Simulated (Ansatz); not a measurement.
## A basis-limit estimate, worked out

An elementary step of Si₂H₅Cl₃, singlet (SiH₂Cl₂ ([Cl][SiH2][Cl]) + SiH₃Cl ([SiH3][Cl]) → Si₂H₄Cl₂ ([SiH3][SiH]([Cl])[Cl]) + HCl; bonds formed: Si1–Si7, Cl2–H6; bonds broken: Si1–H6, Cl2–Si7). “Start” is the structure reached by relaxing down from the saddle towards the reactants; PBE0-D4/def2-TZVP structures. The saddle:

Si1  (-1.044, -0.801, 0.030)
Cl2  (2.159, -0.355, 1.304)
Cl3  (-1.076, -1.495, -1.881)
Cl4  (-1.084, -2.371, 1.323)
H5  (-2.197, 0.074, 0.311)
H6  (0.613, -0.439, 0.620)
Si7  (0.691, 1.045, -0.236)
H8  (0.722, 2.083, 0.808)
H9  (1.764, 0.903, -1.233)
H10  (-0.548, 1.355, -1.047)
(Å)

Ansatz 0.2.0; basis: def2-TZVPP and def2-QZVPP; cores frozen in the correlated methods.

Energies in eV:

| quantity | saddle | start |
| --- | --- | --- |
| Hartree–Fock, triple zeta (X = 3) | -53316.52702 | -53320.30808 |
| Hartree–Fock, quadruple zeta (X = 4) | -53318.06987 | -53321.85245 |
| MP2 correlation, X = 3 | -23.39878 | -22.48472 |
| MP2 correlation, X = 4 | -25.61171 | -24.65971 |
| CCSD(T) correlation, X = 3 | -26.57438 | -25.69137 |

Work out the barrier at the basis limit: extrapolate Hartree–Fock as E(X) = E∞ + A exp(−7.88 √X) and the MP2 correlation as E(X) = E∞ + B X^−2.97 (the exponents that Neese and Valeev fitted for def2-TZVPP and QZVPP), then add CCSD(T) − MP2 in triple zeta.

Each step is linear, so take the differences first (saddle − start): Hartree–Fock 3.78106 (X = 3) and 3.78258 (X = 4); MP2 correlation -0.91406 and -0.95200; CCSD(T) correlation -0.88301.
Two points give E∞ = E(4) + w [E(4) − E(3)], with w = 1/(exp(7.88 (2 − √3)) − 1) = 0.1377 for Hartree–Fock and w = 1/((4/3)^2.97 − 1) = 0.7407 for the correlation.
Hartree–Fock: 3.78258 + 0.1377 × 0.00152 = 3.7828 eV.
MP2 correlation: -0.95200 + 0.7407 × (-0.03794) = -0.9801 eV.
CCSD(T) − MP2: -0.88301 − (-0.91406) = 0.0311 eV.
Sum: 3.7828 + (-0.9801) + 0.0311 = 2.8338 eV, or 65.35 kcal/mol. Plain CCSD(T) in triple zeta gives 2.8981 eV, so the larger basis shifts the result by -0.0643 eV.

The T1 diagnostic stays at or below 0.012.

Labels in which every atom is bracketed show which atoms are joined, not bond orders.

For scale, one of the runs: CCSD(T)/def2-TZVPP, 280 basis functions, launched by `ansatz run in.yaml --threads 8 --pin off --events-out ev --progress --plain --max-ram 19148MiB`. Hardware: 8 CPU threads of an Arm Neoverse V1, shared host. Wall time 2.1 min; peak host memory 6.9 GiB.
